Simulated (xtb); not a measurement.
hexane (C6H14), singlet, from a rough starting geometry; GFN2-xTB (xtb 6.7.1).

Here is a job for xtb.
```
$ xtb mol.xyz --gfn 2 --opt vtight --json

# file mol.xyz
20

C      2.79884405     0.83076461    -0.31493830
C      1.81881929     0.00186216     0.43705770
C      0.47428614    -0.01287189    -0.22002660
C     -0.51521549    -0.83077547     0.58388296
C     -1.91779947    -0.88034763    -0.12775537
C     -2.67887254     0.49146132    -0.18135190
H      2.91506821     0.48589984    -1.39559739
H      2.49623957     1.84771370    -0.37696806
H      3.85280690     0.81133718     0.15281641
H      2.23818579    -1.00295234     0.50888125
H      1.76869693     0.35471106     1.42476105
H      0.14610103     1.07150819    -0.26319502
H      0.52520049    -0.35373733    -1.22950268
H     -0.68282458    -0.43946288     1.56346503
H     -0.16754720    -1.79244688     0.68042984
H     -1.81768263    -1.27439088    -1.07616796
H     -2.52141365    -1.59650133     0.48405142
H     -2.73999101     0.88020588     0.85025335
H     -3.70633292     0.25814435    -0.60431087
H     -2.11658966     1.16807791    -0.80699724
```

The log (banner, timings and long lists left out):

```
   ID    Z sym.   atoms
    1    6 C      1-6
    2    1 H      7-20

           -------------------------------------------------
          |                Calculation Setup                |
           -------------------------------------------------

           -------------------------------------------------
          |                 G F N 2 - x T B                 |
           -------------------------------------------------

          ...................................................
          :                      SETUP                      :
          :.................................................:
          :  # basis functions                  38          :
          :  # atomic orbitals                  38          :
          :  # shells                           26          :
          :  # electrons                        38          :
          :  max. iterations                   250          :
          :  Hamiltonian                  GFN2-xTB          :
          :  restarted?                      false          :
          :  GBSA solvation                  false          :
          :  PC potential                    false          :
          :  electronic temp.          300.0000000     K    :
          :  accuracy                    1.0000000          :
          :  -> integral cutoff          0.2500000E+02      :
          :  -> integral neglect         0.1000000E-07      :
          :  -> SCF convergence          0.1000000E-05 Eh   :
          :  -> wf. convergence          0.1000000E-03 e    :
          :  Broyden damping             0.4000000          :
          :  net charge                          0          :
          :  unpaired electrons                  0          :
          ...................................................

 iter      E             dE          RMSdq      gap      omega  full diag
   1    -20.2329666 -0.202330E+02  0.259E+00   12.65       0.0  T
   2    -20.2882538 -0.552872E-01  0.136E+00   12.57       1.0  T
   3    -20.2889228 -0.669043E-03  0.721E-01   12.52       1.0  T
   4    -20.2890791 -0.156228E-03  0.863E-02   12.54       1.0  T
   5    -20.2890868 -0.775167E-05  0.482E-02   12.54       1.0  T
   6    -20.2890878 -0.992290E-06  0.429E-03   12.54       5.2  T
   7    -20.2890879 -0.650746E-07  0.169E-03   12.54      13.3  T
   8    -20.2890879 -0.558834E-08  0.423E-04   12.54      52.9  T
   9    -20.2890879 -0.781444E-09  0.149E-04   12.54     150.2  T

[...]
 * total energy  :   -19.9929021 Eh     change        0.1570989E-04 Eh
 * total energy  :   -19.9929181 Eh     change       -0.1600903E-04 Eh
 * total energy  :   -19.9929206 Eh     change       -0.2565954E-05 Eh
 * total energy  :   -19.9929219 Eh     change       -0.1255030E-05 Eh
 * total energy  :   -19.9929227 Eh     change       -0.7851838E-06 Eh
 * total energy  :   -19.9929233 Eh     change       -0.6601365E-06 Eh
 * total energy  :   -19.9929239 Eh     change       -0.5353557E-06 Eh
 * total energy  :   -19.9929243 Eh     change       -0.4051010E-06 Eh
 * total energy  :   -19.9929247 Eh     change       -0.4131995E-06 Eh
 * total energy  :   -19.9929250 Eh     change       -0.3352374E-06 Eh
 * total energy  :   -19.9929252 Eh     change       -0.1755555E-06 Eh
 * total energy  :   -19.9929253 Eh     change       -0.8778076E-07 Eh
   *** GEOMETRY OPTIMIZATION CONVERGED AFTER 17 ITERATIONS ***
         :: total energy             -19.992925285890 Eh    ::
[...]
 ---------------------------------------------------------------------------
     1   6 C    3.997 --     2 C    1.019     7 H    0.988     8 H    0.988
                             9 H    0.988
     2   6 C    3.998 --     1 C    1.019     3 C    1.008    11 H    0.979
                            10 H    0.979
     3   6 C    3.997 --     4 C    1.008     2 C    1.008    13 H    0.977
                            12 H    0.976
     4   6 C    3.998 --     3 C    1.008     5 C    1.007    15 H    0.977
                            14 H    0.977
     5   6 C    3.998 --     6 C    1.020     4 C    1.007    17 H    0.979
                            16 H    0.978
     6   6 C    3.997 --     5 C    1.020    18 H    0.988    19 H    0.988
                            20 H    0.986
     7   1 H    0.999 --     1 C    0.988
     8   1 H    0.999 --     1 C    0.988
     9   1 H    0.999 --     1 C    0.988
    10   1 H    0.999 --     2 C    0.979
    11   1 H    0.999 --     2 C    0.979
    12   1 H    0.999 --     3 C    0.976
    13   1 H    0.999 --     3 C    0.977
    14   1 H    0.999 --     4 C    0.977
    15   1 H    0.999 --     4 C    0.977
    16   1 H    0.999 --     5 C    0.978
    17   1 H    0.999 --     5 C    0.979
    18   1 H    0.999 --     6 C    0.988
    19   1 H    0.999 --     6 C    0.988
    20   1 H    0.999 --     6 C    0.986
 ---------------------------------------------------------------------------

Topologies differ in total number of bonds
Writing topology from bond orders to xtbtopo.mol

molecular dipole:
                 x           y           z       tot (Debye)
 q only:       -0.007       0.017      -0.007
   full:       -0.004       0.013      -0.005       0.036
molecular quadrupole (traceless):
                xx          xy          yy          xz          yz          zz
 q only:        0.092       0.046      -0.006      -0.010      -0.101      -0.087
  q+dip:       -1.000      -0.310       0.294      -0.143       0.553       0.706
   full:       -0.435      -0.135       0.131      -0.074       0.245       0.304

optimized geometry written to: xtbopt.xyz

           -------------------------------------------------
          | TOTAL ENERGY              -19.992925285890 Eh   |
          | GRADIENT NORM               0.000030735878 Eh/α |
          | HOMO-LUMO GAP              13.169551569008 eV   |
           -------------------------------------------------
```
